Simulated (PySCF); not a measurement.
Match the calculated data to a structure.

All candidates are C5H5NO.

| technique | computed result |
| --- | --- |
| Dipole | 4.43 D [CAM-B3LYP/def2-SVPD] |
| Rotational structure | rotational constants A, B, C: 6.009, 2.846, 1.931 GHz [GFN2-xTB] |
| UV, strongest line | among the 8 lowest singlet transitions: S8 at 7.02 eV (177 nm, f = 0.352) [TDDFT CAM-B3LYP/def2-SVPD] |
| UV, first state | lowest singlet excitation: 4.48 eV (277 nm, f = 0.000) [TDDFT CAM-B3LYP/def2-SVPD] |
| Polarisability | 71.0 au [CAM-B3LYP/def2-SVPD] |
| Triplet | lowest triplet excitation (Tamm–Dancoff): 2.68 eV [TDA CAM-B3LYP/def2-SVPD] |

The electronic properties come from PySCF, for the isolated species, density fitting. Levels stand in brackets. Geometry: GFN2-xTB; no solvent, vibrations or thermal averaging.

Question: Which candidate is it?
A. `[O-][n+]1ccccc1`
B. `C=C=C=CC(N)=O`
C. `Oc1ccccn1`

Answer: A. It is `[O-][n+]1ccccc1`. Numbering: `[O-:1][n+:2]1[cH:3][cH:4][cH:5][cH:6][cH:7]1`. Its formula, C5H5NO, gives 4 degrees of unsaturation: 1 ring and 3 π bonds in the structure found (Kekulé form). S1 is mainly HOMO−1→LUMO (weight 0.97); the largest Löwdin shares of the orbital it empties are 0.78 on the N-oxide oxygen and 0.11 on the N-oxide nitrogen, of the orbital it fills 0.22 on the N-oxide nitrogen, 0.19 on an aromatic CH carbon and 0.16 on the N-oxide oxygen. The optimised geometry has point group C2v and is an asymmetric top.

The others, at the same levels:
- `Oc1ccccn1` fails: its computed lowest singlet excitation is 5.25 eV (236 nm, f = 0.077) (against 4.48 eV), lowest triplet excitation (Tamm–Dancoff) is 4.09 eV (against 2.68 eV) and strongest line among the 8 lowest singlet transitions is S7 at 7.40 eV (168 nm, f = 0.556) (against S8 at 7.02 eV).
- `C=C=C=CC(N)=O` fails: its computed lowest singlet excitation is 3.74 eV (332 nm, f = 0.000) (against 4.48 eV), strongest line among the 8 lowest singlet transitions is S3 at 5.00 eV (248 nm, f = 0.423) (against S8 at 7.02 eV) and static isotropic polarisability is 83.8 au (against 71.0 au).

Each candidate is one conformer, not necessarily the lowest. The conformers computed, where there is a choice (atom-mapped SMILES and torsion angles):
- `[OH:1][c:2]1[cH:3][cH:4][cH:5][cH:6][n:7]1`: H–O1–C2–C3 180°
- `[CH2:1]=[C:2]=[C:3]=[CH:4][C:5]([NH2:6])=[O:7]`: C3–C4–C5–N6 0°, H–N6–C5–C4 180°, H–N6–C5–C4 0°
